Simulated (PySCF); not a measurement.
Sn(SH)4 (H₄S₄Sn), SMILES [SH][Sn]([SH])([SH])[SH]. Atoms are numbered in the order given.

```xyz
9

S     -0.7516     1.9673    -1.2023
Sn    -0.0068    -0.0119     0.0181
S     -1.1003    -0.2241     2.1769
S     -0.5112    -1.8958    -1.4420
S      2.3675     0.1079     0.5419
H      0.2477     2.7195    -0.6829
H     -2.2566     0.2982     1.7024
H     -0.4148    -1.1160    -2.5458
H      2.6941    -0.5924    -0.5703
```
Charge 0, spin multiplicity 1.

Coordinates come from a B3LYP-D3(BJ)/def2-SVP optimisation. The structure was generated by enumeration; whether it is a known compound was not checked. The def2 effective core potentials stand for the cores of Sn; spin–orbit coupling is left out. One conformer was computed; it need not be the lowest.

The numbers are results of PBE/def2-TZVP in PySCF, not measurements.

ESP charges are fitted to the potential on shells at 1.4 to 2.0 van der Waals radii. Atomic charges (e):

```csv
atom,ESP fit,Löwdin,Mulliken
S1,(withheld),0.02,-0.37
Sn2,(withheld),-0.35,0.75
S3,(withheld),0.04,-0.36
S4,(withheld),0.03,-0.36
S5,(withheld),0.03,-0.37
H6,(withheld),0.06,0.18
H7,(withheld),0.06,0.18
H8,(withheld),0.06,0.18
H9,(withheld),0.06,0.18
```

Question: What belongs in the gaps? (The exact figures need the calculation; the answer reports its results.)

Answer: 
- S1, ESP fit: -0.26
- Sn2, ESP fit: 0.22
- S3, ESP fit: -0.19
- S4, ESP fit: -0.23
- S5, ESP fit: -0.19
- H6, ESP fit: 0.17
- H7, ESP fit: 0.16
- H8, ESP fit: 0.18
- H9, ESP fit: 0.13
